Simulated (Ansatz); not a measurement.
Geometry optimisation, RKS PBE/def2-SVP (Ansatz 0.2.0).

The input (input.yaml):

```yaml
crystal:
  periodic: [false, false, false]
  atoms:
    - { symbol: O, position_ang: [-0.27262, -1.71127, 1.47974] }
    - { symbol: C, position_ang: [0.02149, -0.99957, 0.61249] }
    - { symbol: Si, position_ang: [0.2477, 0.75026, 0.12782] }
    - { symbol: I, position_ang: [-1.48733, 1.14671, -1.59129] }
    - { symbol: H, position_ang: [0.48239, -1.20769, -0.35309] }
basis:
  gaussian: { orbitals: def2-SVP }
hamiltonian:
  xc: pbe
relax:
  f_tol: 0.02
  max_steps: 50
```

Command:

```bash
$ ansatz run input.yaml --threads 1 --pin off --max-ram 2048MiB --backend cpu --events-out ev --progress --plain --runs-dir out
```

**Question.** Where does it end, and by what steps?

**Answer.** The run converged. After 18 steps the energy has fallen by 1.277 eV; H5 moved furthest, 1.09 Å. Parted: C2–H5. Joined: Si3–H5.

| step | energy less start (eV) | largest force component (eV/Å) | accepted |
| --- | --- | --- | --- |
| 0 | 0.0000 | 3.690 | yes |
| 1 | -0.2816 | 2.872 | yes |
| 2 | -0.4557 | 1.361 | yes |
| 3 | -0.4901 | 0.725 | yes |
| 4 | -0.5154 | 0.356 | yes |
| 5 | -0.5253 | 0.245 | yes |
| 6 | -0.6363 | 1.359 | yes |
| 7 | -0.7089 | 0.760 | yes |
| 8 | -0.9215 | 1.314 | yes |
| 9 | -1.0845 | 1.004 | yes |
| 10 | -1.1735 | 0.595 | yes |
| 11 | -1.0979 | 2.339 | no |
| 12 | -1.2232 | 0.343 | yes |
| 13 | -1.2529 | 0.613 | yes |
| 14 | -1.2633 | 0.638 | yes |
| 15 | -1.2730 | 0.199 | yes |
| 16 | -1.2764 | 0.083 | yes |
| 17 | -1.2770 | 0.042 | yes |
| 18 | -1.2772 | 0.018 | yes |

```xyz
5
Properties=species:S:1:pos:R:3
O -0.809 -1.710 1.669
C -0.320 -1.010 0.893
Si 0.531 0.431 -0.018
I -1.608 0.877 -1.344
H 1.199 -0.610 -0.925
```

Run time: 64 s on 1 thread of Intel(R) Xeon(R) Platinum 8259CL CPU @ 2.50GHz (Skylake/Cascade Lake) (shared host), peak memory 0.16 GiB.
